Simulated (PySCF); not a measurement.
**Heteronuclear NMR**

Structure with atom numbers: `[CH2:1]=[C:2]([SiH2:3][NH2:4])[C:5](=[O:6])[CH2:7][CH:8]=[O:9]`. Hydrogens are named by the atom that carries them. Ha(C1) is cis to Si3; Hb(C1) is trans to Si3.

Rapidly exchanging positions averaged, no solvent, relativity neglected, single conformer. Shielding tensors at PBE0/pcSseg-1 (GIAO); structure optimised with GFN2-xTB; PySCF.

(1) Predict the 29Si NMR data.

(2) Predict the 15N NMR data.

(3) Where does 17O resonate?

## Answers

(1) 
| atoms | environment | σ (ppm) | δ (ppm) |
| --- | --- | --- | --- |
| Si3 | silicon bonded to C, N, 2 H | 395.3 | -44.9 |

Shieldings were converted by a linear fit to measured shifts: 29Si (scatter 8.9 ppm rms, 25.8 ppm with the 6 outliers that the fit left out vs TMS, solution or neat liquid). Occasional misses reach two or three times the rms, and more in compound classes unlike the fitted ones.

On a 300 MHz spectrometer 29Si resonates near 59.6 MHz, so 1 ppm is 59.6 Hz.

(2) 
```tsv
atoms	environment	σ (ppm)	δ (ppm)
N4	nitrogen bonded to Si, 2 H	263.1	-390.5
```

Shieldings were converted by a linear fit to measured shifts: 15N (scatter 6.3 ppm rms vs CH3NO2, solution or neat liquid). Occasional misses reach two or three times the rms, and more in compound classes unlike the fitted ones.

On a 600 MHz spectrometer 15N resonates near 60.8 MHz, so 1 ppm is 60.8 Hz.

(3) 
| atoms | environment | σ (ppm) | δ (ppm) |
| --- | --- | --- | --- |
| O9 | aldehyde oxygen | -370.6 | 604.3 |
| O6 | ketone oxygen | -334.3 | 571.2 |

Shieldings were converted by a linear fit to measured shifts: 17O: δ = 266.70 − 0.911σ (rms 10.7 ppm, 155 shifts, 12.2 ppm with the 3 outliers that the fit left out vs liquid water, solution or neat liquid). Occasional misses reach two or three times the rms, and more in compound classes unlike the fitted ones.

On a 600 MHz spectrometer 17O resonates near 81.3 MHz, so 1 ppm is 81.3 Hz.
